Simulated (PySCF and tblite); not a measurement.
Results of a calculation; reference values are marked as such.
System: C₆H₁₀Si, numbered as in [CH3:1][SiH2:2][CH:3]1[CH:4]=[CH:5][CH:6]=[CH:7]1.

Motion: rotation about the Si2–C3 bond (torsion C1–Si2–C3–C4 from 56° to -66°, falling). GFN2-xTB gives an electronic barrier of 2.1 kcal/mol and a reaction energy of 0.2 kcal/mol.

What does PBE0/pcSseg-1 + D3(BJ) give on GFN2-xTB geometries?

A barrier of 4.1 kcal/mol, 1.9 above the tight-binding barrier (from unrounded values), a reaction energy of 0.6 kcal/mol and, with GFN2-xTB thermal terms, ΔG‡(298 K) = 4.8 kcal/mol and k = 3.7×10⁹ s⁻¹ (2 equivalent paths).

Programs: tblite and PySCF.
